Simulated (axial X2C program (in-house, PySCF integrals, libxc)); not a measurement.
**CuS: nuclear properties from DFT to coupled cluster**

Calculated with an in-house all-electron X2C program for linear molecules (integrals from PySCF): two-component X2C with atomic mean-field Coulomb and Gaunt terms, Gaussian nuclei, basis Cu dyall-acv3z, S dyall-av3z with contracted cores.

R = 2.051 Å (near the PBE0 minimum at charge 0 of the determinant lowest at the starting distance; the state shown can have its own minimum elsewhere); state Ω = 3/2 (⟨Sz⟩ = 0.50, ⟨Lz⟩ = 1.00 at PBE0).

```csv
level,Eeff magnitude (GV/cm),Ws magnitude Cu (kHz),A∥/gI Cu (MHz),qzz Cu (a.u.),A∥/gI S (MHz),μ (D)
PBE0,0.0591,0.00566,24.6,0.48,209,-4.18
HF,0.0322,0.0115,-37.1,-0.68,227,-5.50
B3LYP,0.0709,0.00824,32.9,0.66,215,-3.86
```

Eeff is the effective electric field on the electron electric dipole moment in this Ω state and Ws the scalar–pseudoscalar constant of the nucleus named (defined with the proton number Z and per Ω); A∥ (defined per Ω) follows by multiplying with gI = μI/(I μN); qzz is the electric field gradient, eQq0 = 234.96 MHz × Q/barn × qzz; μ is positive if the S end (last atom) is positive. The operators were transformed with the bare-nucleus X2C matrices; with these basis sets, hyperfine constants and field gradients can be off by tens of per cent, and where levels differ in sign neither size nor sign is settled.

Finite-field MP2, CCSD and CCSD(T), with 25 electrons correlated in 130 natural virtual spinors (MP2 remainder added):

```json
{"level": "MP2", "Eeff magnitude (GV/cm)": "0.038", "Ws magnitude Cu (kHz)": "0.00274", "A∥/gI Cu (MHz)": "-47.4", "qzz Cu (a.u.)": "0.03", "A∥/gI S (MHz)": "243", "μ (D)": "-4.08"}
{"level": "CCSD", "Eeff magnitude (GV/cm)": "0.028", "Ws magnitude Cu (kHz)": "0.000439", "A∥/gI Cu (MHz)": "-20", "qzz Cu (a.u.)": "-0.09", "A∥/gI S (MHz)": "232", "μ (D)": "-4.45"}
{"level": "CCSD(T)", "Eeff magnitude (GV/cm)": "0.0457", "Ws magnitude Cu (kHz)": "0.00415", "A∥/gI Cu (MHz)": "-11.3", "qzz Cu (a.u.)": "0.09", "A∥/gI S (MHz)": "231", "μ (D)": "-4.17"}
```

T1 = 0.026 (Lee–Taylor). One unrestricted determinant, the lowest of a limited PBE0 search, is the reference; the functionals treat spin collinearly. The sign of Eeff is opposite to CCSD(T) at HF. Eeff spreads by more than a factor of two over the levels. Correlation of the inner shells is missing, which matters for properties at the nucleus. Number of frozen shells: Cu 2 s, 1 p; S 2 s, 1 p.

(1) By how much does correlation change each value, CCSD(T) against HF?

Results:

(1) A∥/gI Cu -70 %; qzz Cu from -0.68 to 0.09, a change of sign; A∥/gI S 2 %; μ -24 %.
